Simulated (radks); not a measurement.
Values are calculated unless marked as measured or tabulated.
Isoelectronic series with 4 electrons, each ion in its NIST ground configuration. Level of theory: Dirac Kohn-Sham, LDA (Slater exchange, Perdew-Wang correlation), spin-unpolarised, spherical densities, finite nucleus; Fermi nuclear charge, rms radius of each element as measured or else 0.836 A^(1/3) + 0.57 fm (a radial shooting solver on a logarithmic mesh with Libxc functionals). Total energies (hartree) and orbital eigenvalues (eV):

| ion | configuration | E (hartree) | 2s1/2 | 1s1/2 |
|---|---|---|---|---|
| Be | [He] 2s2 | -14.44930 | -5.6001 | -104.9456 |
| B+ | [He] 2s2 | -24.04481 | -19.4106 | -191.7238 |
| C2+ | [He] 2s2 | -36.14543 | -40.1692 | -305.9625 |
| N3+ | [He] 2s2 | -50.75180 | -67.7931 | -447.5450 |
| O4+ | [He] 2s2 | -67.86615 | -102.2604 | -616.4514 |
| F5+ | [He] 2s2 | -87.49147 | -143.5677 | -812.6924 |
| Ne6+ | [He] 2s2 | -109.63122 | -191.7189 | -1036.293 |
| Mg8+ | [He] 2s2 | -161.47012 | -308.5885 | -1565.710 |
| Al9+ | [He] 2s2 | -191.17836 | -377.3305 | -1871.611 |
